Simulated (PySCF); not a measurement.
## [IrO4]-, singlet: data card

Level of theory: PBE/[Ir def2-SVPD with ECP60, O def2-SVPD], scalar-relativistic core potentials, density fitting, no spin–orbit coupling, PySCF.

The structure is a minimum.

Z-matrix (Å, degrees; charge -1 multiplicity 1):
```
Ir
O  1 1.7817
O  1 1.7817 2 98.59
O  1 1.7817 2 134.53 3 -111.13
O  1 1.7817 2 98.59 3 137.74
```

```json
{"Point group": "D2d", "Bond lengths": "Ir–O 1.782 Å (×4)", "Bond angles": "O–Ir–O 98.6° (×4), O–Ir–O 134.5° (×2)", "Rotational symmetry number": "4", "Rotational constants": "0.1444, 0.1444, 0.09758 cm⁻¹", "Heat capacity Cp at 298.15 K": "79.8 J/(mol K)", "Dipole moment about the centre of mass": "0.00 D", "Entropy at 298.15 K and 1 bar": "313.0 J/(mol K)", "Zero-point energy": "27.5 kJ/mol", "Highest occupied level": "-0.36 eV", "Enthalpy at 298.15 K above 0 K": "16.69 kJ/mol", "Principal polarisabilities": "53.9, 73.5, 73.5 bohr³", "Principal quadrupole moments (Buckingham, traceless) about the centre of mass": "-2.99, -2.99, 5.99 D Å", "Lowest empty level": "0.25 eV"}
```

Harmonic modes (masses in u: Ir 192.963, O 15.995):
| symmetry | ω (cm⁻¹) | IR (km/mol, summed over degenerate members) |
| --- | --- | --- |
| a1 | 185 | 0.0 |
| b2 | 254 | 15.2 |
| e | 290 | 38.3 |
| b1 | 372 | 0.0 |
| b2 | 764 | 99.7 |
| e | 808 | 415 |
| a1 | 833 | 0.0 |

In D2d the vibrations span 2a1 + 2b2 + 2e + b1. The a1, b1 modes carry no infrared intensity, as symmetry demands.

Charges (e); Mulliken and Löwdin values are unreliable with diffuse functions:
| atom | Mulliken | Löwdin | polar tensor | Mayer order to Ir1 |
| --- | --- | --- | --- | --- |
| Ir1 | 1.69 | 1.13 | 1.73 | – |
| O2,3,4,5 | -0.67 | -0.53 | -0.68 | 1.22 |

Mulliken populations on Ir1 (electrons outside its core potential): s 2.76, p 5.99, d 6.42, f 0.14.

Outer orbital energies (eV). occupied: -4.66, -3.38, -3.38, -3.27, -2.41, -2.41, -2.14, -0.36; empty: 0.25, 1.02, 1.02, 3.58.

Formally Ir is in oxidation state +7, d2, with 0 unpaired electrons (the high-spin count would be 2). The polar-tensor charge on Ir, 1.73, is far below the formal one.

Other isomers or separated fragments may lie lower. The lowest empty level of this anion is unbound, so it and the gap depend on the basis. With an element this heavy the missing spin–orbit coupling can shift these numbers.

The final relaxation and frequency run took about 100 core-seconds on a shared host.
